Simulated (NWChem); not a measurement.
System: C₃H₃ClF₂; SMILES C/C(=C(/Cl)F)F

Here is an NWChem input.

```
start job
memory heap 200 mb stack 900 mb global 1100 mb
geometry units angstroms noautoz
  C     -0.485656    -2.229245     0.000000
  C      0.203898    -0.918768     0.000000
  F      1.535232    -0.975732     0.000000
  C     -0.388361     0.280400     0.000000
  F     -1.708486     0.394684     0.000000
  Cl     0.449251     1.767928     0.000000
  H     -0.195777    -2.812584     0.888724
  H     -0.195777    -2.812584    -0.888724
  H     -1.574137    -2.097798     0.000000
end
basis spherical
  C library 6-31g*
  F library 6-31g*
  Cl library 6-31g*
  H library 6-31g*
end
dft
  xc r2scan0
  iterations 150
  mulliken
end
task dft energy
```

All runs use the structure optimised with PBE0/def2-SVP.

Task: What results follow from this input? (r2SCAN0/6-31G* (spherical d).) Quantities: energy (Ha); highest occupied level (eV); orbital gap (eV); dipole (D).

Result: The energy (Ha) comes out as -775.72 and the highest occupied level (eV) is -6.98. The orbital gap (eV) is 7.70 and the dipole (D) is 1.87.
